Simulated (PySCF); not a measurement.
Isomers of C7H12NP, mass 141.071 u with the commonest isotopes. Theory: PBE0/pcSseg-1 in PySCF (dipole) on a GFN2-xTB geometry, gas phase. One conformer each, none proved a minimum here; rigid rotors.

Task: Order these by radius of gyration √(Σ m r²/M), smallest first.
A. `[CH3:1][c:2]1[cH:3][c:4]([CH3:5])[p:6]([NH2:7])[c:8]1[CH3:9]` with C4–P6–N7–H 96° and -31°
B. `[CH3:1][CH2:2][P:3]([CH2:4][C:5]#[N:6])[CH:7]1[CH2:8][CH2:9]1` with C1–C2–P3–C4 -173°, C2–P3–C4–C5 -67°, C2–P3–C7–C8 104°
C. `[N:1]#[C:2][CH2:3][CH2:4][P:5]1[CH2:6][CH2:7][CH2:8][CH2:9]1` with C2–C3–C4–P5 180°, C3–C4–P5–C6 -173°, C4–P5–C6–C7 84°, P5–C6–C7–C8 39°, C6–C7–C8–C9 -49°, C7–C8–C9–P5 37°

Result: A (2.113 Å), B (2.331 Å), C (2.468 Å).

Task: Order these by rotational constant B, smallest first.
A. `[CH3:1][CH2:2][P:3]([CH2:4][C:5]#[N:6])[CH:7]1[CH2:8][CH2:9]1` with C1–C2–P3–C4 -173°, C2–P3–C4–C5 -67°, C2–P3–C7–C8 104°
B. `[CH3:1][c:2]1[cH:3][c:4]([CH3:5])[p:6]([NH2:7])[c:8]1[CH3:9]` with C4–P6–N7–H 96° and -31°
C. `[N:1]#[C:2][CH2:3][CH2:4][P:5]1[CH2:6][CH2:7][CH2:8][CH2:9]1` with C2–C3–C4–P5 180°, C3–C4–P5–C6 -173°, C4–P5–C6–C7 84°, P5–C6–C7–C8 39°, C6–C7–C8–C9 -49°, C7–C8–C9–P5 37°
D. `[CH3:1][CH2:2][P:3]([CH3:4])[n:5]1[cH:6][cH:7][cH:8][cH:9]1` with C1–C2–P3–C4 170°, C2–P3–N5–C6 -127°

Result: C (653.9 MHz), A (937.6 MHz), D (1063 MHz), B (1307 MHz).

Task: Order these by rotational constant A, largest first.
A. `[CH3:1][c:2]1[cH:3][c:4]([CH3:5])[p:6]([NH2:7])[c:8]1[CH3:9]` with C4–P6–N7–H 96° and -31°
B. `[CH3:1][CH2:2][P:3]([CH2:4][C:5]#[N:6])[CH:7]1[CH2:8][CH2:9]1` with C1–C2–P3–C4 -173°, C2–P3–C4–C5 -67°, C2–P3–C7–C8 104°
C. `[CH3:1][CH2:2][P:3]([CH3:4])[n:5]1[cH:6][cH:7][cH:8][cH:9]1` with C1–C2–P3–C4 170°, C2–P3–N5–C6 -127°
D. `[N:1]#[C:2][CH2:3][CH2:4][P:5]1[CH2:6][CH2:7][CH2:8][CH2:9]1` with C2–C3–C4–P5 180°, C3–C4–P5–C6 -173°, C4–P5–C6–C7 84°, P5–C6–C7–C8 39°, C6–C7–C8–C9 -49°, C7–C8–C9–P5 37°

Result: D (3023 MHz), C (2146 MHz), B (1990 MHz), A (1857 MHz).

```tsv
SMILES	point group	Ia (u·Å²)	Ib (u·Å²)	Ic (u·Å²)	κ	μa (D)	μb (D)	μc (D)
Cc1cc(C)p(N)c1C	C1	272.18	386.65	600.34	-0.08	0.51	0.84	1.29
N#CCCP1CCCC1	C1	167.17	772.87	777.98	-1.00	4.14	0.43	0.62
CCP(C)n1cccc1	C1	235.55	475.35	557.45	-0.75	1.70	0.22	0.94
CCP(CC#N)C1CC1	C1	254.00	538.99	740.09	-0.61	4.41	0.41	1.91
```
